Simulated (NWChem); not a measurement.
System: CH$_{4}$AlFS; SMILES [CH3][Al]([F])[SH]

```xyz
8

Al    -0.0530     0.4026    -0.1008
F     -1.5664     1.0323    -0.4044
C      1.4816     1.5830    -0.0222
H      1.5944     2.1244    -0.9761
H      2.4264     1.0580     0.1846
H      1.3361     2.3444     0.7619
S     -0.0243    -1.7600     0.1760
H      1.3124    -1.7897     0.3778
```
Atoms are numbered in this order, from 1.

Program: NWChem. Pople sets run with spherical d functions. All runs use the structure optimised with PBE0/def2-SVP. Atomic charges in e: unrestrained fits to the electrostatic potential beside Mulliken populations; buried atoms are poorly determined by the fit.

**Question.** What does the run give for Hartree-Fock/6-31G*? Quantities: ESP Al1; Mulliken Al1; ESP F2; Mulliken F2; ESP C3; Mulliken C3; ESP S7; Mulliken S7; relative RMS misfit of the potential (%).

**Answer.** 
```yaml
ESP Al1: 1.07
Mulliken Al1: 1.12
ESP F2: -0.47
Mulliken F2: -0.60
ESP C3: -0.68
Mulliken C3: -0.82
ESP S7: -0.49
Mulliken S7: -0.38
relative RMS misfit of the potential (%): 27
```
